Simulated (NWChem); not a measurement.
System: SiH₄O; SMILES O[SiH3]

The following NWChem deck was run.

```
start job
memory heap 200 mb stack 900 mb global 1100 mb
geometry units angstroms noautoz
  Si    -0.020039    -0.495117     0.000000
  O     -0.075849     1.169752     0.000000
  H      0.682283    -1.032242     1.208873
  H     -1.433127    -0.959412     0.000000
  H      0.682283    -1.032242    -1.208873
  H      0.766438     1.632662     0.000000
end
basis spherical
  * library def2-svp
end
dft
  xc bhlyp
  iterations 150
  vectors input atomic output neutral.movecs
end
task dft energy
charge 1
dft
  odft
  mult 2
  vectors input atomic output cation.movecs
end
task dft energy
```

The geometry was optimised at PBE0/def2-SVP.

Ions are spin-unrestricted doublets at the neutral geometry; other ion states weren't tried.

### Question
What results follow from this input? (BHandHLYP/def2-SVP, vertical spin-unrestricted ions.) Quantities: vertical ionisation energy, ΔSCF (eV); −ε(HOMO) (eV).

### Answer
```yaml
vertical ionisation energy, ΔSCF (eV): 11.35
"−ε(HOMO) (eV)": 10.04
```
